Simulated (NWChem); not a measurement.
System: SiH$_{4}$S; SMILES [SiH3]S

Here is an NWChem input.

```
start job
memory heap 200 mb stack 900 mb global 1100 mb
geometry units angstroms noautosym nocenter noautoz
  Si     0.003674     0.991361    -0.000256
  S      0.077870    -1.144350    -0.001017
  H     -0.679957     1.513732     1.210066
  H      1.421919     1.422657    -0.006134
  H     -0.690252     1.513781    -1.204674
  H     -1.256739    -1.300457     0.001458
end
basis spherical
  * library 6-31g*
end
dft
  xc pbe0
  iterations 150
end
cosmo
  do_cosmo_smd true
  solvent toluene
end
task dft energy
```

Output (shortened):

```
             Northwest Computational Chemistry Package (NWChem) 7.3.0
             --------------------------------------------------------

                             Geometry "geometry" -> ""
                             -------------------------

 Output coordinates in angstroms (scale by  1.889725989 to convert to a.u.)

  No.       Tag          Charge          X              Y              Z
 ---- ---------------- ---------- -------------- -------------- --------------
    1 Si                  14.0000     0.00367400     0.99136100    -0.00025600
    2 S                   16.0000     0.07787000    -1.14435000    -0.00101700
    3 H                    1.0000    -0.67995700     1.51373200     1.21006600
    4 H                    1.0000     1.42191900     1.42265700    -0.00613400
    5 H                    1.0000    -0.69025200     1.51378100    -1.20467400
    6 H                    1.0000    -1.25673900    -1.30045700     0.00145800

 Effective nuclear repulsion energy (a.u.)      89.2443220958

                                 NWChem DFT Module
                                 -----------------

 Summary of "ao basis" -> "ao basis" (spherical)
 ------------------------------------------------------------------------------
       Tag                 Description            Shells   Functions and Types
 ---------------- ------------------------------  ------  ---------------------
 Si                          6-31g*                  8       18   4s3p1d
 S                           6-31g*                  8       18   4s3p1d
 H                           6-31g*                  2        2   2s

 in cosmo_initialize ...
 calling solv_data for solv:toluene

 solvent parameters
 solvname_short: toluene
 solvname_long:  toluene
 dielec:        2.3741
 dielecinf:     2.2383
 nonaqueous SMD model solvent descriptors
 dielec:        2.3741
 sola:          0.0000
 solb:          0.1400
 solc:          0.8570
 solg:         40.2000
 solh:          0.0000
 soln:          1.4961

          ---------------
          -cosmo- solvent
          ---------------
 Cosmo: York-Karplus, doi: 10.1021/jp992097l
 dielectric constant -eps-     =   2.37
 screen = (eps-1)/(eps    )    =   0.57879
 surface charge correction     = lagrangian

   van der Waals surface
 --------------------------

 ---------- ATOMIC COORDINATES (A.U.) ------------ VDWR(ANG.) --
     1    0.00694285    1.87340065   -0.00048377     2.470
     2    0.14715296   -2.16250794   -0.00192185     2.490
     3   -1.28493241    2.86053870    2.28669317     1.200
     4    2.68703729    2.68843191   -0.01159158     1.200
     5   -1.30438714    2.86063130   -2.27650377     1.200
     6   -2.37489235   -2.45750739    0.00275522     1.200
 number of segments per atom =        128
 number of   points per atom =        128
 atom (   nspa,  nppa )
 ----------------------
    1 (     84,     0 )       0
    2 (     94,     0 )       0
    3 (     33,     0 )       0
    4 (     30,     0 )       0
    5 (     33,     0 )       0
    6 (     20,     0 )       0
 number of -cosmo- surface points =      294
 molecular surface =    111.024 angstrom**2
 molecular volume  =    109.864 angstrom**3
 -lineq- algorithm             =   0
 -bem- low  level              =   3
 -bem- from -octahedral-
 gaussian surface charge width =   4.50000
 degree of switching           =   1.00000
 switching function tolerance  =   0.00010
 atomic radii =
 --------------
    1 14.000  2.470
    2 16.000  2.490
    3  1.000  1.200
    4  1.000  1.200
    5  1.000  1.200
    6  1.000  1.200
 ...... end of -cosmo- initialization ......

 nat:                     6
 ixmem:                  2111
 calling mnsol_interface()
 G(SMD-CDS) energy (kcal/mol)  =    -1.341
 SMD-CDS SASA (angstrom**2)    =   114.783

[...]

                                COSMO-SMD solvation results
                                ---------------------------

             internal energy in gas <Psi(g)|H|Psi(g)> =      -689.792143394230
         internal energy in solvent <Psi(s)|H|Psi(s)> =      -689.791973492618
                               delta internal energy  =         0.000169901612 (    0.11 kcal/mol)
   total free energy in solvent <Psi(s)|H+V/2|Psi(s)> =      -689.794138423844
 polarization energy contribution <Psi(s)|V/2|Psi(s)> =        -0.002164931227 (   -1.36 kcal/mol)
    total free energy in solvent including G(SMD-CDS) =      -689.796274785551
                       G(SMD-CDS) energy contribution =        -0.002136361706 (   -1.34 kcal/mol)
     1 M fixed-concentration free energy of solvation =        -0.004131391321 (   -2.59 kcal/mol)

                       DFT Final Molecular Orbital Analysis
                       ------------------------------------

 Vector   15  Occ=2.000000D+00  E=-3.668552D-01
              MO Center=  5.9D-01,  9.1D-01, -3.5D-03, r^2= 2.6D+00
   Bfn.  Coefficient  Atom+Function         Bfn.  Coefficient  Atom+Function
  ----- ------------  ---------------      ----- ------------  ---------------
     7      0.372465  1 Si px                40      0.310146  4 H  s
    39      0.284717  4 H  s                 26     -0.245097  2 S  py
     8      0.170186  1 Si py                 3     -0.152798  1 Si px
    44      0.109285  6 H  s                 30     -0.098670  2 S  py
    22      0.094938  2 S  py                25     -0.090162  2 S  px

 Vector   16  Occ=2.000000D+00  E=-3.433383D-01
              MO Center=  2.2D-02, -5.5D-01, -1.4D-03, r^2= 3.0D+00
   Bfn.  Coefficient  Atom+Function         Bfn.  Coefficient  Atom+Function
  ----- ------------  ---------------      ----- ------------  ---------------
    26      0.473168  2 S  py                 8     -0.289493  1 Si py
    25     -0.271933  2 S  px                30      0.222023  2 S  py
    24     -0.199816  2 S  s                 28     -0.198336  2 S  s
    22     -0.183766  2 S  py                38     -0.136320  3 H  s
    42     -0.136960  5 H  s                  7      0.124672  1 Si px

 Vector   17  Occ=2.000000D+00  E=-2.738196D-01
              MO Center= -6.2D-03, -8.3D-01, -3.4D-04, r^2= 2.3D+00
   Bfn.  Coefficient  Atom+Function         Bfn.  Coefficient  Atom+Function
  ----- ------------  ---------------      ----- ------------  ---------------
    27      0.654558  2 S  pz                31      0.413027  2 S  pz
    23     -0.249748  2 S  pz                38     -0.168307  3 H  s
    42      0.167837  5 H  s                 37     -0.097683  3 H  s
    41      0.097447  5 H  s                 15     -0.068422  1 Si d -1
     9     -0.064691  1 Si pz                13      0.031477  1 Si pz

 Vector   18  Occ=0.000000D+00  E= 9.148017D-03
              MO Center= -1.2D-01,  7.9D-01,  2.5D-04, r^2= 4.9D+00
   Bfn.  Coefficient  Atom+Function         Bfn.  Coefficient  Atom+Function
  ----- ------------  ---------------      ----- ------------  ---------------
    12      1.243884  1 Si py                28      1.038940  2 S  s
    10     -0.766220  1 Si s                 30      0.753232  2 S  py
     8      0.368507  1 Si py                26      0.296531  2 S  py
    24      0.208013  2 S  s                 40     -0.194734  4 H  s
    11      0.187782  1 Si px                44     -0.162121  6 H  s

 Vector   19  Occ=0.000000D+00  E= 3.835005D-02
              MO Center= -3.6D-01, -9.9D-01,  6.6D-05, r^2= 3.1D+00
   Bfn.  Coefficient  Atom+Function         Bfn.  Coefficient  Atom+Function
  ----- ------------  ---------------      ----- ------------  ---------------
    44      1.392229  6 H  s                 29      0.942659  2 S  px
    28     -0.801748  2 S  s                  6     -0.453766  1 Si s
    25      0.366137  2 S  px                43      0.237879  6 H  s
    30      0.225120  2 S  py                10      0.218890  1 Si s
    26      0.180959  2 S  py                24     -0.148797  2 S  s

 Vector   20  Occ=0.000000D+00  E= 6.377856D-02
              MO Center= -3.7D-01,  9.0D-01,  1.8D-03, r^2= 4.2D+00
   Bfn.  Coefficient  Atom+Function         Bfn.  Coefficient  Atom+Function
  ----- ------------  ---------------      ----- ------------  ---------------
    11      1.453162  1 Si px                40     -1.093991  4 H  s
    38      0.615177  3 H  s                 42      0.616858  5 H  s
    29     -0.434825  2 S  px                 7      0.352439  1 Si px
    12     -0.336309  1 Si py                44     -0.188201  6 H  s
    30     -0.182285  2 S  py                16      0.131769  1 Si d  0

     Multipole analysis of the density
     ---------------------------------

     L   x y z        total         alpha         beta         nuclear
     -   - - -        -----         -----         ----         -------
     0   0 0 0     -0.000000    -17.000000    -17.000000     34.000000

     1   1 0 0     -0.496379     -0.335426     -0.335426      0.174473
     1   0 1 0      0.446343      1.433383      1.433383     -2.420423
     1   0 0 1      0.001058      0.018614      0.018614     -0.036169

     2   2 0 0    -20.005349    -18.282624    -18.282624     16.559899
     2   1 1 0      1.616469      0.436311      0.436311      0.743846
     2   1 0 1     -0.004321      0.003373      0.003373     -0.011066
     2   0 2 0    -21.878847    -87.734809    -87.734809    153.590771
     2   0 1 1     -0.003849     -0.024330     -0.024330      0.044810
     2   0 0 2    -22.755379    -16.583509    -16.583509     10.411639
```

Level: PBE0/6-31G* (spherical d), SMD on the gas-phase geometry. Coordinates come from a PBE0-D3(BJ)/def2-TZVP optimisation. Solvent: toluene.
